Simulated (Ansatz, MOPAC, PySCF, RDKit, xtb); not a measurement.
Noncovalent pair: CH5N (SMILES CN) (first 7 atoms) with CH2F2 (SMILES FCF); geometry from B3LYP-D3(BJ)/def2-TZVP, rigid monomers moved along the line of their centres of mass till N2···H11 is 2.70 Å.
(charge 0, multiplicity 1):
```xyz
12

C     -0.282    -0.601    -0.167
N      0.259     0.615     0.447
H     -1.031    -1.033     0.498
H      0.518    -1.334    -0.277
H     -0.742    -0.452    -1.152
H     -0.470     1.309     0.566
H      0.968     1.032    -0.144
F     -1.081    -1.228     3.611
C      0.033    -0.507     3.954
F     -0.362     0.516     4.771
H      0.464    -0.089     3.043
H      0.700    -1.160     4.519
```

```tsv
level	interaction energy (kcal/mol)	cost
MMFF94	-2.11	-
AM1	-1.35	-
PM3	-1.14	-
GFN1-xTB	-2.53	-
HF/6-31G*	-2.35	-
PBE-D3(BJ)/def2-TZVPPD	-3.37	×1
r2SCAN/def2-TZVPPD	-2.65	×2
B3LYP/6-311+G** (no counterpoise)	-2.83	-
B3LYP-D3(BJ)/def2-TZVPPD	-3.24	×1
PBE0-D4/def2-TZVPPD	-3.35	×1
M06-2X/6-31G* (no counterpoise)	-4.10	-
MP2/6-31G*	-2.65	-
MP2/6-31G* (no counterpoise)	-4.14	-
CCSD(T)/aug-cc-pVDZ	-2.99	×20
```

The rows run from -4.14 (MP2/6-31G* (no counterpoise)) to -1.14 kcal/mol (PM3).

Monomers are frozen at their geometry in the pair; levels with a basis set take the counterpoise correction. Rows marked so take none.

Correlated levels freeze the cores. Rows in 6-311+G**, 6-31G* carry no dispersion term and start afresh at each structure (6-31G* with six Cartesian d functions). MP2/6-31G* freezes PySCF's default core. The state that AM1, PM3 reach isn't checked.

Programs: Ansatz (a program for electronic structure) with Gaussian orbitals; MOPAC for AM1, PM3 (differences of heats of formation); PySCF for 6-311+G** rows, 6-31G* rows, the dispersion terms; RDKit for the force fields; xtb for the GFN methods. Values without a source in brackets are computed.

Costs are rough ratios of core time to PBE/def2-TZVPPD (about 11 s over the structures, on one shared machine); a dash marks a level with no comparable run of its own.
